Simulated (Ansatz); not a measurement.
C2H4Ge, SMILES `C#[C][GeH3]`, relaxed with RKS PBE-D4/def2-SVP in Ansatz from a rough embedded geometry. The force threshold is 0.03 eV/Å; the program also tests the step.

The species carries charge 0 and has multiplicity 1.

Start:

```xyz
7

C     0.798   -0.939   -1.624
C     0.300   -0.406   -0.641
Ge   -0.433    0.476    0.857
H     1.163   -1.412   -2.421
H    -1.961    0.627    0.701
H    -0.085   -0.291    2.166
H     0.219    1.945    0.961
```

Q: How much energy does the relaxation release, and in how many steps? (Estimate.)

A: Computed: 0.21 eV, in 4 steps.

Q: Which bonds change most? (Best estimate.)

A: Computed: C1–H4 from 0.996 to 1.082 Å; Ge3–H7 from 1.611 to 1.547 Å; C2–Ge3 from 1.887 to 1.907 Å; Ge3–H6 from 1.556 to 1.547 Å.

Q: Give the relaxed structure. (Best estimate.)

A: The calculation gave: 
```xyz
7

C     0.778   -0.949   -1.613
C     0.307   -0.375   -0.635
Ge   -0.426    0.519    0.882
H     1.194   -1.456   -2.474
H    -1.960    0.624    0.709
H    -0.090   -0.296    2.154
H     0.196    1.933    0.978
```
